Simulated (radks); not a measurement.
Results of a calculation; reference values are marked as such.
Problem. Coherent X-ray form factor from a spherical all-electron density. Level of theory: non-relativistic Kohn-Sham, r2SCAN, spin-polarised, spherical densities, point nucleus; meta-GGA in the generalised Kohn-Sham scheme (a radial shooting solver on a logarithmic mesh with Libxc functionals).

sin(theta)/lambda (1/angstrom),f0 (electrons)
0.05,22.762
0.1,22.078
0.15,21.023
0.2,19.704
0.25,18.236
0.3,16.722
0.4,13.865
0.5,11.511
0.6,9.747
0.8,7.620
1,6.512
1.25,5.557
1.5,4.681
2,3.152

The species is in the configuration that NIST lists as its ground one. Which atom or ion scatters so?

Solution. The iron ion Fe3+, [Ar] 3d(up 5, down 0). Extrapolating in s^2 from the first two rows gives f0(0) = 23.0, near the electron count 23; among species with that count, the fall with angle is slower the higher Z, and the table is that of Z = 26; from so few rows the species is fixed only to a neighbour or two.
